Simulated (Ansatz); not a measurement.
Cartesian coordinates in Å:
```
Si -0.686 0.347 -2.143
Al -0.019 -0.209 0.149
O 0.801 0.769 1.339
Si 0.643 -0.616 2.292
H -0.102 -0.645 -3.086
H -2.168 0.281 -2.256
H -0.230 1.709 -2.528
H 1.939 -1.216 2.714
H -0.178 -0.420 3.520
```

Charge 0, multiplicity 1.

**Question.** List the PBE0/def2-TZVPP orbital energies in eV (the Gaussian-basis code of Ansatz). (Best estimate.)

**Answer.** Computed: Occupied: -1802.87, -1802.81, -1528.32, -522.07, -145.19, -145.11, -114.17, -99.84, -99.83, -99.83, -99.81, -99.76, -99.74, -74.26, -74.13, -74.08, -26.66, -15.41, -14.23, -11.68, -10.67, -10.55, -10.21, -10.19, -8.79, -8.56, -6.15. Lowest empty: -1.82, -1.46, -0.67, 0.77, 0.88, 1.18, 1.63, 1.98.
